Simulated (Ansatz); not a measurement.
Basis sets compared for GeMe2H2 (C2H8Ge). Total charge 0; singlet. Geometry B3LYP-D4/def2-SVP. Ansatz on 2 threads of Intel Xeon 6975P-C on a shared host; times are rough, and most runs start from earlier orbitals.

```xyz
11

C     1.4004    0.2415   -0.8451
C    -1.4706    0.4224    0.6264
Ge    0.0773   -0.7307    0.2407
H     2.2741   -0.3932   -1.0566
H     1.7442    1.1417   -0.3126
H     0.9549    0.5518   -1.8028
H    -2.2165   -0.1147    1.2316
H    -1.9494    0.7453   -0.3109
H    -1.1511    1.3181    1.1812
H     0.7293   -1.1879    1.5688
H    -0.3926   -1.9945   -0.5207
```

Binding counts from free atoms (C triplet, Ge triplet, H doublet) in the same basis, without a counterpoise term.

```tsv
level	functions	energy (Eh)	HOMO (eV)	LUMO (eV)	binding per atom (eV)	wall time
HF/STO-3G	36	-2131.2548	-9.89	13.11	3.68	0.15 s
PBE-D4/def2-SVP	100	-2157.2720	-7.20	0.79	3.56	0.6 s
PBE0-D4/def2-SVP	100	-2157.3523	-8.49	1.61	3.55	0.75 s
```

Q: Estimate the rows for HF/def2-TZVP, PBE-D4/def2-TZVP (with forces), PBE0-D4/def2-TZVP.

A: 
```json
{"level": "HF/def2-TZVP", "functions": "158", "energy (Eh)": "-2155.7931", "HOMO (eV)": "-11.43", "LUMO (eV)": "3.58", "binding per atom (eV)": "2.69", "wall time": "0.8 s"}
{"level": "PBE-D4/def2-TZVP (with forces)", "functions": "158", "energy (Eh)": "-2157.6259", "HOMO (eV)": "-7.26", "LUMO (eV)": "0.32", "binding per atom (eV)": "3.55", "wall time": "1.4 s"}
{"level": "PBE0-D4/def2-TZVP", "functions": "158", "energy (Eh)": "-2157.7013", "HOMO (eV)": "-8.50", "LUMO (eV)": "1.09", "binding per atom (eV)": "3.53", "wall time": "1.4 s"}
```
